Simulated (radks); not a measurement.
Coulomb parameter of the 4f shell of the ytterbium ion Yb+ in the model configuration [Xe] 4f13 5d1 6s1, as a second difference U = [E(n + 0.5) + E(n - 0.5) - 2 E(n)] / (0.5)^2 with all orbitals relaxed. "Bare": the charge of the atom changes with n. "Screened": the 5d shell takes up the change at fixed total charge, which measures U(4f,4f) + U(5d,5d) - 2 U(4f,5d). All-electron calculation, scalar-relativistic Kohn-Sham, PBE, spin-unpolarised, spherical densities, point nucleus. Program: a radial shooting solver on a logarithmic mesh with Libxc functionals.

start: configuration [Xe] 4f13 5d1 6s1; E - E(n) (eV) 0.000
bare +0.5: configuration [Xe] 4f13.5 5d1 6s1; E - E(n) (eV) -6.221
bare -0.5: configuration [Xe] 4f12.5 5d1 6s1; E - E(n) (eV) 10.274
screened +0.5: configuration [Xe] 4f13.5 5d0.5 6s1; E - E(n) (eV) -3.513
screened -0.5: configuration [Xe] 4f12.5 5d1.5 6s1; E - E(n) (eV) 4.883

U(bare) = 16.212 eV, U(screened by 5d) = 5.480 eV, against the Slater integral F0(4f,4f) = 34.554 eV with frozen orbitals.
